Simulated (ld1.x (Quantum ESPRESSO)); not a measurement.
# Before and after: TM potential for Se (Z = 34)

```
Element                 : selenium
Generator               : ld1.x (Quantum ESPRESSO) 7.5
Type                    : norm-conserving Troullier–Martins (Kleinman–Bylander form)
Functional              : BLYP
Relativity              : scalar-relativistic
Frozen core             : [Ar] 3d10
Valence charge          : 6
Reference configuration : 4s2 4p2.5 (charge +1.5)
Partial waves           : 4p (bound): rc 1.55 bohr; 4s (bound): rc 1.60 bohr
Local potential         : the s channel
Core correction         : a·sin(br)/r model core inside 0.75 bohr
```

Change: local potential all-electron potential smoothed inside 1.25 bohr (lloc = -1).

Cutoffs: the cutoffs (Ry, on a coarse ladder) from which the occupation-weighted sum of valence levels, in a spherical-Bessel basis at the reference potential, stays within 10 and 1 mRy of its value at 400 Ry; they do not see the model core or the augmentation charge, which bear on the density cutoff. Errors are all-electron minus pseudo energies relative to the spin-unpolarised reference configuration.

Task: How do hardness, ghosts and transferability respond?

Result: The potential gets softer (40 Ry and 55 Ry → 25 Ry and 55 Ry); a bound ghost appears in d, s, which as a rule spoils a file; of the 7 tests that both files solve, the error grows in 5 and shrinks in 1 by more than 15 % and 0.3 meV (median size 4.4 → 18.1 meV); the range in which the s phases agree narrows (upper end 4.2 → -2.0); the range in which the p phases agree narrows (upper end at the end of the scan → 2.2). In the separable form a ghost depends on how the local part lies against the semilocal potential of the channel, so the choice of the local part can create or remove one.

| quantity | base | changed |
| --- | --- | --- |
| cutoff, loose | 40 Ry | 25 Ry |
| cutoff, tight | 55 Ry | 55 Ry |
| loose cutoff by channel (10 mRy a level) | p 18 Ry, s 30 Ry | s 18 Ry, p 15 Ry |
| bound ghosts | none | s, d |
| error for 4s2 4p4, meV [ΔE -19.56 eV] | -3.3 | +18 |
| error for 4s2 4p3, meV [ΔE -8.85 eV] | +0.3 | +3.9 |
| error for 4s2 4p2, meV [ΔE 11.38 eV] | -3.5 | +2.0 |
| error for 4s2 4p0, meV [ΔE 84.47 eV] | -83 | +207 |
| error for 4s0 4p6, meV [ΔE 2.54 eV] | -14 | -13 |
| error for 4s2 4p1, meV [ΔE 42.21 eV] | -26 | +46 |
| error for 4s2 4p4.3, meV [ΔE -21.11 eV] | -4.4 | +22 |
| s: phases at 1.74 bohr within 0.05 rad from the reference energy up to (Ry; the scan ends near 5) | 4.2 | -2.0 |
| p: phases at 1.74 bohr within 0.05 rad from the reference energy up to (Ry; the scan ends near 5) | to the end of the scan | 2.2 |

 A true bound ghost makes a file unfit for plane-wave use even where its test errors are small: the radial tests pick states by their node count and pass the ghost by.
